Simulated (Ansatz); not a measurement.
Basis-set extrapolation for CH5ClFNOSi, SMILES `N[Si@@H](Cl)[C@H](O)F` (PBE0-D4/def2-TZVP geometry, frozen core, Ansatz 0.2.0). Multiplicity 1, RHF reference.

```json
{"": "HF", "def2-TZVPP": "-1018.190771", "def2-QZVPP": "-1018.225106"}
{"": "MP2 correlation", "def2-TZVPP": "-1.174679", "def2-QZVPP": "-1.275195"}
{"": "CCSD(T) correlation", "def2-TZVPP": "-1.262161", "def2-QZVPP": "not run"}
```

Energies in hartree. Use E(X) = E(∞) + A·exp(−7.88·√X) for Hartree–Fock and E(X) = E(∞) + B·X^(−2.97) for correlation, with X = 3 and 4, and add CCSD(T) minus MP2 of the smaller set to the MP2 limit.

Question: What is the CCSD(T) energy at the basis-set limit?

Answer: HF limit: -1018.225106 + (-0.034335) × 0.13774 = -1018.22984. MP2 limit: -1.275195 + (-0.100516) × 0.74074 = -1.34965. Higher-order term: -1.262161 − (-1.174679) = -0.08748. Total: -1019.66697 hartree, 134.3 kcal/mol below CCSD(T)/def2-TZVPP.
